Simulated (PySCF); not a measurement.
A run with a changed setting

The sound run of Pb(CH3)2Cl2 (singlet) uses PySCF 2.14.0, RKS B3LYP, Pb def2-SVP with ECP60, C def2-SVP, H def2-SVP, Cl def2-SVP; non-relativistic Hamiltonian with scalar-relativistic core potentials where named; density fitting; no spin-orbit coupling, grid (50, 194), threshold 1e-8 and 55 cycles at the relaxed geometry. This run, with dm0 from free metal ions and neutral atoms, differs:

```python
mol = gto.M(atom='''
Pb    -0.00000    -0.00000     0.26633
C      1.52536     1.44724     1.05409
H      1.31713     2.38718     0.52788
H      1.42202     1.55247     2.14115
H      2.49652     1.02493     0.76719
C     -1.52536    -1.44724     1.05409
H     -1.31713    -2.38718     0.52788
H     -1.42202    -1.55247     2.14115
H     -2.49652    -1.02493     0.76719
Cl     1.39943    -1.42823    -1.20669
Cl    -1.39943     1.42823    -1.20669''',
    basis={'Pb': 'def2-SVP', 'C': 'def2-SVP', 'H': 'def2-SVP', 'Cl': 'def2-SVP'},
    ecp={'Pb': 'def2-SVP'},
    charge=0, spin=1)
mf = dft.UKS(mol, xc='B3LYP')
mf.grids.atom_grid = (50, 194)
mf = mf.density_fit()  # fitting sets: Pb def2-universal-JKFIT, C def2-universal-JKFIT, H def2-universal-JKFIT, Cl def2-universal-JKFIT
mf.conv_tol = 1e-08; mf.max_cycle = 92
mf.kernel(dm0)
```

**Question.** What was changed, and how did it end?

**Answer.** The spin was changed. The program refused it. The cycle limit differs too. These settings are unsound on purpose: the numbers aren't the compound's.
```
RuntimeError: Electron number 74 and spin 1 are not consistent
Note mol.spin = 2S = Nalpha - Nbeta, not 2S+1
```

Run from Python with OMP_NUM_THREADS=2; the lines above give its settings.
